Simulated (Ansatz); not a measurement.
The cluster MgSe2, relaxed as a singlet with RKS PBE-D4/def2-TZVP in Ansatz, starting from the GFN1-xTB geometry. Force threshold 0.02 eV/Å.

At PBE-D4/def2-TZVP a triplet of charge 0 lies 0.06 eV below the restricted singlet, each at its own geometry. The structure comes from a short search, and lower isomers may exist.

Start:

| atom | x (Å) | y (Å) | z (Å) |
| --- | --- | --- | --- |
| Mg1 | 0.2448 | 1.0996 | 0.6067 |
| Se2 | -0.0050 | 0.0532 | -1.4451 |
| Se3 | -0.2398 | -1.1528 | 0.8384 |

(1) Estimate the energy that the relaxation releases and the steps that it takes.

(2) Does the start keep its bonding and symmetry?

(3) Predict the relaxed structure.

Answers

(1) 4.4 kJ/mol, in 3 steps; 2.4 s on 4 threads of Arm Neoverse V2 on a shared host. No frequencies were taken in this run, so the end may be a saddle point.

(2) By distances, no bond broke or formed. The bond that changes most is Mg1–Se3, from 2.32 to 2.38 Å (atoms count from 1). Point group C2v at the start, C2v at the end, both within 0.05 Å.

(3) 
```xyz
3

Mg    0.256    1.148    0.633
Se   -0.011    0.027   -1.454
Se   -0.245   -1.175    0.821
```
Bond lengths: 2 × Mg–Se 2.38 Å; 1 × Se–Se 2.58 Å.
